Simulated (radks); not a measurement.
All-electron atom: Hg XXX in [Kr] 4d10 4f5.

Calculated with a radial shooting solver on a logarithmic mesh with Libxc functionals: scalar-relativistic Kohn-Sham, exchange-only LDA, spin-polarised, spherical densities, point nucleus; open shells are filled with parallel spins first (spin-orbit coupling, left out, can overturn this in heavy ions).

Energy parts (hartree):
total: -19197.4329
kinetic: 21605.8994
electron-nucleus: -45941.2462
Hartree: 5451.5420
exchange: -313.6280

Orbitals (lengths in bohr, moments of r in powers of bohr; r(max) is where P^2 peaks):
| orbital | occ. | eigenvalue (hartree) | r(max) |
|---|---|---|---|
| 1s up | 1 | -3091.081 | 0.01023 |
| 1s down | 1 | -3091.082 | 0.01023 |
| 2s up | 1 | -577.8985 | 0.05917 |
| 2s down | 1 | -577.8856 | 0.05917 |
| 2p up | 3 | -503.4584 | 0.04907 |
| 2p down | 3 | -503.4483 | 0.04907 |
| 3s up | 1 | -164.9351 | 0.1668 |
| 3s down | 1 | -164.7026 | 0.1667 |
| 3p up | 3 | -143.4130 | 0.1663 |
| 3p down | 3 | -143.1776 | 0.1662 |
| 3d up | 5 | -120.8203 | 0.1354 |
| 3d down | 5 | -120.6365 | 0.1353 |
| 4s up | 1 | -62.15582 | 0.3683 |
| 4s down | 1 | -61.81147 | 0.3684 |
| 4p up | 3 | -54.71839 | 0.3849 |
| 4p down | 3 | -54.38998 | 0.3851 |
| 4d up | 5 | -46.09203 | 0.3851 |
| 4d down | 5 | -45.76840 | 0.3855 |
| 4f up | 5 | -36.89557 | 0.3315 |
| 4f down | 0 | -36.53693 | 0.3321 |

The highest occupied level is 4f up at -1004.0 eV. Summed over all electrons, <r^2> = 4.939 bohr^2, which gives a Langevin (diamagnetic) susceptibility term of -3.91 x 10^-6 cm^3/mol.
